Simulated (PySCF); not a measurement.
## Excitation energy of Ne⁺ by level of theory

Ne⁺ [He] 2s2 2p5 (2P) → Ne⁺ [He] 2s1 2p5 3s1 (4P), as a difference of total energies. Calculation: PySCF 2.14, in aug-cc-pCVTZ-DK (7s6p4d2f, 59 functions); the spin-free X2C one-electron Hamiltonian (Gaussian nucleus). Correlated levels: valence and next inner shell: nothing frozen. The calculations carry no spin-orbit coupling.

```json
{"method": "UHF", "excitation energy (cm⁻¹)": "424940"}
{"method": "MP2 (valence and next inner shell)", "excitation energy (cm⁻¹)": "422990"}
{"method": "SCS-MP2 (valence and next inner shell)", "excitation energy (cm⁻¹)": "422170"}
{"method": "CCSD (valence and next inner shell)", "excitation energy (cm⁻¹)": "430210"}
{"method": "CCSD(T) (valence and next inner shell)", "excitation energy (cm⁻¹)": "427090"}
```

The upper state lies above the first ionisation limit, where it may autoionise and the basis confines it. A Rydberg-like electron needs more diffuse functions than a valence basis has.

The promoted electron is Rydberg-like, and one or two diffuse shells describe it only roughly, which tends to raise the upper state.

The coupled-cluster amplitudes are large for the upper state (T1 above 0.03 or a double amplitude above 0.15), so a single reference is strained.
